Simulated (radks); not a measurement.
Results of a calculation; reference values are marked as such.
K+, 18 electrons, occupied as [He] 2s2 2p4 3s2 3p6 4p2 (not the ground configuration). Code: a radial shooting solver on a logarithmic mesh with Libxc functionals. Model: scalar-relativistic Kohn-Sham, r2SCAN, spin-polarised, spherical densities, finite nucleus; open shells are filled with parallel spins first; meta-GGA in the generalised Kohn-Sham scheme; Fermi nuclear charge, rms radius 3.4349 fm.

Local quantities along the radius. ELF = 1/(1 + alpha^2) is the electron localisation function; alpha = (tau - tau_W)/tau_unif compares the Pauli kinetic energy density with that of the uniform gas (summed over spins). tau is taken from the large components.

```
   r/bohr * ELF (the largest magnitude, 1, reaches the edge; | marks zero)
 0.004519 |                                                      *
 0.005884 |                                                      *
 0.007723 |                                                      *
  0.01006 |                                                      *
   0.0131 |                                                      *
  0.01719 |                                                      *
  0.02238 |                                                      *
  0.02938 |                                                      *
  0.03825 |                                                      *
  0.04981 |                                                     *
  0.06538 |                                                   *
  0.08514 |                                       *
   0.1117 |                 *
   0.1455 |            *
   0.1895 |                         *
   0.2487 |                                         *
   0.3238 |                                             *
   0.4251 |                              *
   0.5535 |    *
   0.7207 |               *
    0.946 |                                             *
    1.232 |                                               *
    1.617 |                                   *
    2.105 |    *
    2.741 |            *
    3.598 |                                   *
    4.686 |                                 *
     6.15 |              *
    8.008 | *
    10.43 *
```

On this mesh the ELF has minima near r = 0.15, 0.55, 2.4 bohr, which separate the shells, and maxima near 0.32 (0.83), 1.1 (0.88), 4.1 (0.68).

Self-consistent cycle (total energy in hartree, residual of the potential): 1: -578.256718, 3e+00; 2: -578.552280, 2e+00; 3: -578.704770, 2e-01; 4: -578.707045, 3e-02; 5: -578.707330, 7e-03; 6: -578.707338, 1e-03; 7: -578.707337, 5e-04; 8: -578.707338, 2e-04; 9: -578.707338, 1e-04; 10: -578.707338, 1e-04; 11: -578.707338, 2e-05; 12: -578.707338, 2e-05; 13: -578.707338, 2e-05; 14: -578.707338, 8e-06; 15: -578.707338, 4e-06; 16: -578.707338, 3e-06; 17: -578.707338, 6e-07.
